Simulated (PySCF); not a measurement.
`C(C)(=O)c1ccc(F)o1`, C6H5FO2

Cartesian coordinates in Å; atom numbers follow the order of the lines, from 1:
```xyz
14

C    -2.1950    0.7712    0.1710
C    -1.4141   -0.4689   -0.1683
O    -1.9208   -1.5221   -0.4821
C     0.0418   -0.3183   -0.0920
C     1.0403   -1.2324   -0.3324
C     2.2665   -0.5693   -0.1145
C     1.9082    0.6959    0.2410
F     2.6557    1.7402    0.5567
O     0.5938    0.8776    0.2637
H    -1.9547    1.0897    1.1831
H    -1.9159    1.5755   -0.5062
H    -3.2594    0.5711    0.0894
H     0.8949   -2.2511   -0.6270
H     3.2579   -0.9597   -0.2046
```

Theory: quadratic response BHandHLYP/def2-SVPD first hyperpolarisability, Taylor convention, gas phase (PySCF 2.14.0). Geometry: GFN2-xTB.

**Question.** Give the tensor of the static β(0;0,0) in the axes of these coordinates.

**Answer.** In au, Taylor convention; rows are the first index (the induced dipole):
|  | xx | yy | zz | xy | xz | yz |
| --- | --- | --- | --- | --- | --- | --- |
| x | +492.3 | +5.3 | -6.4 | +106.5 | +42.1 | +6.4 |
| y | +106.5 | +28.3 | +6.6 | +5.3 | +6.4 | +5.2 |
| z | +42.1 | +5.2 | +4.4 | +6.4 | -6.4 | +6.6 |

Norm of βᵢ = ⅓ Σⱼ (βᵢⱼⱼ + βⱼᵢⱼ + βⱼⱼᵢ): 513.7 au, hyper-Rayleigh value 217.0 au.
